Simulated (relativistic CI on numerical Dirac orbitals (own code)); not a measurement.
## One change at a time: Tm⁴¹⁺

Base calculation: Dirac-Coulomb-Breit CI, KLI orbitals optimised for each configuration, model QED (radiative potential, 1s self-energy scaled to tabulated hydrogen-like ionisation energies), unscaled Slater integrals.

Configurations in the expansion (outside the closed core [Ne]): 3s²3p⁶3d¹⁰, 3s²3p⁶3d⁹4s, 3s²3p⁶3d⁹4p, 3s²3p⁶3d⁹4d, 3s²3p⁵3d¹⁰4s, 3s²3p⁶3d⁹4f, 3s²3p⁵3d¹⁰4p, 3s²3p⁶3d⁸4s², 3s²3p⁵3d¹⁰4d, 3s²3p⁶3d⁸4s4p, 3s3p⁶3d¹⁰4s, 3s²3p⁶3d⁹5s, 3s²3p⁶3d⁸4p², 3s²3p⁶3d⁸4s4d, 3s²3p⁵3d¹⁰4f, 3s²3p⁶3d⁹5p, 3s3p⁶3d¹⁰4p, 3s²3p⁶3d⁹5d, 3s²3p⁵3d⁹4s², 3s²3p⁶3d⁸4p4d, 3s²3p⁶3d⁹5f, 3s²3p⁶3d⁹5g, 3s²3p⁵3d⁹4s4p, 3s3p⁶3d¹⁰4d, 3s²3p⁶3d⁸4d², 3s²3p⁵3d⁹4p², 3s²3p⁵3d⁹4s4d, 3s3p⁶3d¹⁰4f, 3s²3p⁶3d⁹6s, 3s3p⁶3d⁹4s², 3s²3p⁵3d¹⁰5s, 3s²3p⁶3d⁹6p, 3s²3p⁴3d¹⁰4s², 3s²3p⁵3d⁹4p4d, 3s²3p⁶3d⁹6d, 3s²3p⁵3d¹⁰5p. Levels of other configurations are missing.

Variants: (1) non-relativistic limit; (2) one mean potential for all configurations. Shifts of the energy above 3s²3p⁶3d¹⁰ ¹S0, in eV, for the lowest level and the first level of each name with at least 55 % of one term (blank where a level changes its place among those of its configuration and J or its character, or is not in the variant):

```
           Level     Base     Δ(1)   Δ(2)
  3s²3p⁶3d¹⁰ ¹S0     0.00     0.00   0.00
 3s²3p⁶3d⁹4s ³D3  1285.45  +120.84  -0.36
 3s²3p⁶3d⁹4s ¹D2  1287.13           -0.37
 3s²3p⁶3d⁹4s ³D1  1332.63   +73.67  -0.33
 3s²3p⁶3d⁹4s ³D2  1333.73           -0.34
3s²3p⁶3d⁹4p ³F°2  1417.54   +63.34  -0.32
3s²3p⁶3d⁹4p ³F°4  1441.32   +39.56  -0.33
3s²3p⁶3d⁹4p ¹P°1  1444.11           -0.35
3s²3p⁶3d⁹4p ³D°3  1445.98           -0.33
3s²3p⁶3d⁹4p ³P°0  1485.41    -7.94  -0.30
 3s²3p⁶3d⁹4d ¹P1  1586.45   +21.48  -0.37
 3s²3p⁶3d⁹4d ³G5  1587.87   +19.65  -0.37
 3s²3p⁶3d⁹4d ³D3  1591.40   +18.11  -0.37
 3s²3p⁶3d⁹4d ³F4  1593.11           -0.37
```

At this charge energies of transitions that change n are usually good to better than 1 %, and those within a shell (Δn = 0) to a few per cent.

Ionisation energy from the two ground configurations alone: base 3298.41 eV. The NIST ASD value (theoretical) is 3298 eV.

LS names give the leading component of a level, which can be under half, so a name can repeat, a term be missing and a line seem to break the LS rules.
